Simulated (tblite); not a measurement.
Compound: C₆H₃Cl₂ (doublet state).
Bonds: C1–C2 (double), C2–C3, C3–C4 (double), C4–Cl5, C4–C6, C6–Cl7, C6–C8 (double), C2–C8. Hydrogens: H9 on C1; H10 on C3; H11 on C8.
Bond orders are those of one Lewis drawing.

Computed with GFN2-xTB (tblite), gas phase: L-BFGS steps from a force-field or distance-geometry start until the largest atomic force falls under 0.01 eV/Å.

Geometry at step 2:
```
atom  x, y, z in Å
C1      2.3132   -0.0429    0.0313
C2      1.0078    0.0607    0.0019
C3      0.1640    1.2421   -0.0766
C4     -1.1300    0.8549   -0.0769
Cl5    -2.4541    1.9437   -0.1507
C6     -1.1687   -0.6128    0.0177
Cl7    -2.6111   -1.5301    0.0547
C8      0.0873   -1.1072    0.0713
H9      2.8965   -0.9303    0.0973
H10     0.5004    2.2574   -0.1320
H11     0.4000   -2.1328    0.1362
```

Task: What forces act on the atoms?

Result: 
| atom | Fx (eV/Å) | Fy (eV/Å) | Fz (eV/Å) |
| --- | --- | --- | --- |
| C1 | -0.312 | -0.194 | -0.001 |
| C2 | 0.002 | 0.002 | 0.076 |
| C3 | -0.244 | -0.015 | -0.057 |
| C4 | 0.253 | -0.064 | 0.068 |
| Cl5 | 0.044 | -0.462 | 0.015 |
| C6 | -0.052 | 0.081 | -0.009 |
| Cl7 | 0.050 | 0.119 | -0.005 |
| C8 | -0.335 | 0.405 | -0.089 |
| H9 | 0.426 | 0.012 | 0.001 |
| H10 | 0.201 | -0.029 | 0.000 |
| H11 | -0.033 | 0.147 | 0.000 |

The largest, 0.53 eV/Å, acts on C8; the rms over all components is 0.178 eV/Å. The forces sum to zero within rounding, as they must for an isolated molecule in no field.

Task: Give the force on C8 in Eh/bohr and in nN.

Result: 0.533 eV/Å ÷ 51.422 = 0.01037 Eh/bohr, and 0.533 eV/Å × 1.602 = 0.85 nN.

Task: How far is this geometry from the end of the optimisation?

Result: 0.083 eV above it, and 0.094 Å rms away after alignment. The bonds farthest from their final lengths, with half the difference of the two atoms' forces along the bond (positive lengthens):

```
  bond  now (Å)  final (Å)  force along bond (eV/Å)
C4–Cl5    1.716      1.702                    -0.04
 C2–C3    1.454      1.465                    +0.07
 C4–C6    1.471      1.462                    -0.07
 C2–C8    1.489      1.482                    -0.06
 C6=C8    1.351      1.344                    -0.19
C6–Cl7    1.710      1.704                    -0.05
```

The angle farthest from its final value is C2–C1–H9, 127.9° against 140.2°.

Of the 2 listed bonds off by 0.010 Å or more, this force points towards the final length in 2.

The cost below is that of the whole relaxation. The run took 0.21 s of wall time on one thread of an Arm Neoverse V1, on a shared host.
